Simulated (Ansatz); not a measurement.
`C/C=C(\F)C(F)F` and `C/C=[C](/F)[ZnH]` differ in one atom or group (the configuration at the double bond changes too).

Ansatz, PBE0-D4/def2-TZVP geometries, multiplicity 1. Each molecule was computed in one conformer, which needn't be the lowest.

Scalar relativity is left out up to krypton.

```csv
property,`C/C=C(\F)C(F)F`
"ideal-gas entropy at 298 K and 1 bar (rigid rotor, harmonic PBE0-D4/def2-TZVP) / J/(mol·K)",356
LUMO energy (ωB97M-V/def2-TZVPP) / eV,2.05
LUMO energy (PBE0/def2-TZVPP) / eV,-0.10
HOMO energy (PBE0/def2-TZVPP) / eV,-7.69
HOMO–LUMO gap (PBE/def2-TZVPP) / eV,5.33
HOMO energy (B3LYP/def2-TZVPP) / eV,-7.49
```

(1) Give the same properties after the change, and the shifts. (An estimate is asked.)

## Answers

(1) Ansatz gave: 
```
                                                                                  property  `C/C=[C](/F)[ZnH]`  shift
ideal-gas entropy at 298 K and 1 bar (rigid rotor, harmonic PBE0-D4/def2-TZVP) / J/(mol·K)                 340    -16
                                                     LUMO energy (ωB97M-V/def2-TZVPP) / eV                0.58  -1.47
                                                        LUMO energy (PBE0/def2-TZVPP) / eV               -0.92  -0.82
                                                        HOMO energy (PBE0/def2-TZVPP) / eV               -7.02   0.67
                                                       HOMO–LUMO gap (PBE/def2-TZVPP) / eV                4.16  -1.17
                                                       HOMO energy (B3LYP/def2-TZVPP) / eV               -6.81   0.68
```

With PBE0 the HOMO rises by 0.67 eV and the LUMO falls by 0.82 eV, so the gap narrows by about 1.49 eV. PBE moves the HOMO by 0.58 eV and ωB97M-V by 0.71 eV. The zero-point energy changes by -47.5 kJ/mol with -6 modes.

Positive LUMOs are unbound, so they and the gaps depend on the basis.

B3LYP here is the variant with VWN-RPA as its local correlation; programs differ in this.
